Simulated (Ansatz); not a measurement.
Hg3Se4⁻. The state is a doublet with charge -1. Geometry PBE-D4/def2-SVPD; atoms count from 1.

```xyz
7

Hg    1.1435   -1.5726    1.1013
Hg   -1.9075   -0.2667    0.7267
Hg    1.4598    0.8818   -1.1596
Se   -0.8756   -1.7071    2.5782
Se   -2.6571    1.0508   -1.1967
Se   -0.1025    2.7433   -1.4624
Se    2.9393   -1.1295   -0.5876
```

In the def2 sets Hg takes a core potential; there is no spin–orbit coupling. The structure comes from a short search, and lower isomers may exist.

**Question.** Estimate the Mulliken populations from the PBE0/def2-SVP orbitals of Ansatz.

**Answer.** 
```json
{"atom": "Hg1", "charge (e)": "0.29", "spin (α − β)": "0.00", "d electrons": "9.95"}
{"atom": "Hg2", "charge (e)": "0.24", "spin (α − β)": "0.00", "d electrons": "9.94"}
{"atom": "Hg3", "charge (e)": "0.24", "spin (α − β)": "0.00", "d electrons": "9.94"}
{"atom": "Se4", "charge (e)": "-0.48", "spin (α − β)": "-0.01", "d electrons": "–"}
{"atom": "Se5", "charge (e)": "-0.40", "spin (α − β)": "0.51", "d electrons": "–"}
{"atom": "Se6", "charge (e)": "-0.40", "spin (α − β)": "0.51", "d electrons": "–"}
{"atom": "Se7", "charge (e)": "-0.48", "spin (α − β)": "-0.01", "d electrons": "–"}
```
Mulliken values and Mayer orders depend strongly on the basis.

**Question.** Where does the spin sit?

**Answer.** Summed by element: Hg 0.00, Se 1.00, of 1 unpaired in all. Largest on single atoms: Se6 0.51, Se5 0.51, Se7 -0.01.

**Question.** And the Mayer bond orders between bonded heavy atoms (over 0.3)?

**Answer.** Hg1–Se4 0.89 (2.51 Å); Hg1–Se7 0.89 (2.50 Å); Hg2–Se4 0.71 (2.56 Å); Hg2–Se5 1.14 (2.45 Å); Hg3–Se6 1.13 (2.45 Å); Hg3–Se7 0.71 (2.56 Å). Values over 0.3 also appear between atoms too far apart for a bond (Se5–Se6 0.43 at 3.08 Å); they arise where an orbital or an unpaired electron spreads over both atoms.
